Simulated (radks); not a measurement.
Hg IV, 77 electrons, occupied as [Kr] 4d10 4f14 5s2 5p5 5d10 (not the ground configuration).

Calculated with a radial shooting solver on a logarithmic mesh with Libxc functionals: Dirac Kohn-Sham, Wu-Cohen GGA, spin-unpolarised, spherical densities, finite nucleus; open shells fill j = l - 1/2 first; Fermi nuclear charge, rms radius 5.4648 fm.

Energy parts (eV):
total: -534750.60
kinetic: 616449.75
electron-nucleus: -1345981.83
Hartree: 204881.01
exchange-correlation: -10099.53

Orbitals (lengths in bohr, moments of r in powers of bohr; r(90%) holds 90 % of the orbital's charge):
| orbital | occ. | eigenvalue (eV) | r(90%) | <r> | small-component weight |
|---|---|---|---|---|---|
| 1s1/2 | 2 | -83027.37 | 0.0304 | 0.01660 | 9.25e-02 |
| 2s1/2 | 2 | -14734.58 | 0.109 | 0.06927 | 2.12e-02 |
| 2p1/2 | 2 | -14145.10 | 0.0950 | 0.05692 | 2.14e-02 |
| 2p3/2 | 4 | -12197.28 | 0.107 | 0.06559 | 1.89e-02 |
| 3s1/2 | 2 | -3524.368 | 0.265 | 0.1801 | 7.11e-03 |
| 3p1/2 | 2 | -3257.396 | 0.257 | 0.1704 | 7.06e-03 |
| 3p3/2 | 4 | -2825.998 | 0.279 | 0.1863 | 6.36e-03 |
| 3d3/2 | 4 | -2381.447 | 0.252 | 0.1621 | 6.24e-03 |
| 3d5/2 | 6 | -2288.999 | 0.259 | 0.1670 | 6.05e-03 |
| 4s1/2 | 2 | -803.5535 | 0.573 | 0.3992 | 2.42e-03 |
| 4p1/2 | 2 | -688.8465 | 0.583 | 0.4011 | 2.33e-03 |
| 4p3/2 | 4 | -584.6184 | 0.631 | 0.4353 | 2.06e-03 |
| 4d3/2 | 4 | -396.5238 | 0.660 | 0.4424 | 1.86e-03 |
| 4d5/2 | 6 | -377.0872 | 0.676 | 0.4535 | 1.79e-03 |
| 4f5/2 | 6 | -134.9879 | 0.765 | 0.4785 | 1.42e-03 |
| 4f7/2 | 8 | -130.7862 | 0.776 | 0.4851 | 1.39e-03 |
| 5s1/2 | 2 | -153.9244 | 1.28 | 0.8984 | 6.30e-04 |
| 5p1/2 | 2 | -115.7688 | 1.39 | 0.9646 | 5.46e-04 |
| 5p3/2 | 3 | -97.0842 | 1.53 | 1.057 | 4.63e-04 |
| 5d3/2 | 4 | -44.8113 | 2.03 | 1.346 | 2.86e-04 |
| 5d5/2 | 6 | -42.6782 | 2.10 | 1.390 | 2.69e-04 |

The highest occupied level is 5d5/2 at -42.678 eV. The electron density at the nucleus is 2.322e+06 e/bohr^3.
